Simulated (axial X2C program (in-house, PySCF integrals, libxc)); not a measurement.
**Spin–orbit effects down a group: molecules with H (ions), HF**

All values come from calculations with an in-house relativistic program for diatomic molecules, spin-free (one-electron X2C) or two-component (2c: spin–orbit coupling with atomic mean-field Coulomb and Gaunt terms, which also bring small scalar terms), in Dyall basis sets with cores contracted in-house; open shells are unrestricted.

Basis sets: As dyall-acv3z, Bi dyall-acv3z, H dyall-av3z, P dyall-av3z, Sb dyall-acv3z.

| molecule | spin-free state | Re (Å) | ωe (cm⁻¹) | De (eV) | 2c state | Re 2c (Å) | ωe 2c (cm⁻¹) | De 2c (eV) |
| --- | --- | --- | --- | --- | --- | --- | --- | --- |
| PH⁻ | M_S = 1/2, Λ = 1 | 1.428 | 2359.2 | 2.27 | Ω = 3/2 | 1.428 | 2357.8 | 2.28 |
| AsH⁻ | M_S = 1/2, Λ = 1 | 1.530 | 2137.3 | 2.00 | Ω = 3/2 | 1.531 | 2129.8 | n/a |
| SbH⁻ | M_S = 1/2, Λ = 1 | 1.724 | 1893.9 | 1.73 | Ω = 3/2 | 1.727 | 1871.8 | n/a |
| BiH⁻ | M_S = 1/2, Λ = 1 | 1.805 | 1731.1 | 1.50 | Ω = 3/2 | 1.837 | 1552.7 | n/a |

Fragments in 2c: P + H-, As- + H, Sb- + H, Bi- + H. Each entry is the lowest single determinant of a limited PBE0 search at one distance. De goes to single-determinant-based atoms at the same level (for ions the charge split of lowest energy) and is withheld (n/a) where an atom does not fit its ground term or J level. Main or longest-lived isotopes.
